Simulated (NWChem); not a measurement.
System: H₂PO₄ anion

NWChem input:

```
start job
memory heap 200 mb stack 900 mb global 1100 mb
charge -1
geometry units angstroms noautosym nocenter noautoz
  O     -1.025783    -0.875694    -0.842866
  P      0.000000     0.000000    -0.158431
  O      1.025783     0.875694    -0.842866
  O      0.857174    -0.975105     0.915714
  O     -0.857174     0.975105     0.915714
  H      1.736491    -0.584013     0.983600
  H     -1.736491     0.584013     0.983600
end
basis spherical
  * library 6-31+g*
end
dft
  xc xpbe96 cpbe96
  iterations 150
end
cosmo
  do_cosmo_smd true
  solvent octanol
end
task dft energy
```

Geometry: optimised at B3LYP/def2-SVPD. Not confirmed as a minimum by frequencies. Solvent: 1-octanol.

Level: PBE/6-31+G* with SMD (1 M gas to 1 M solution), gas-phase geometry. Reactions with the solvent are ignored.

Q: What results follow from this input? (PBE/6-31+G* (spherical d), SMD on the gas-phase geometry.) Quantities: solvation free energy (kcal/mol); cavity-dispersion-structure term (kcal/mol).

A: 
```json
{
  "solvation free energy (kcal/mol)": "-65.1",
  "cavity-dispersion-structure term (kcal/mol)": "3.5"
}
```
